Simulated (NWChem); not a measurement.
Atomisation of hydrogen (H$_{2}$)

```xyz
2

H      0.0000     0.0000     0.3842
H      0.0000     0.0000    -0.3842
```
Charge 0, spin multiplicity 1.

All runs are NWChem calculations. Structure: optimised with PBE/def2-SVP, a minimum by its harmonic frequencies.

Basis set: def2-QZVP. The atomisation energy is electronic alone: no zero-point, thermal, spin-orbit or counterpoise terms. No value is extrapolated to the basis-set limit. Free atoms are single determinants with multiplicities H 2.

B3LYP has NWChem's definition, with VWN1-RPA local correlation. No SCF solution was tested for a lower state.

Question: Order these methods by the atomisation energy they give, lowest first: HF, LDA (SVWN5), PBE, B3LYP, BP86.

Answer: HF (83.3 kcal/mol), PBE (104.5 kcal/mol), B3LYP (110.1 kcal/mol), BP86 (111.5 kcal/mol), LDA (SVWN5) (113.3 kcal/mol)
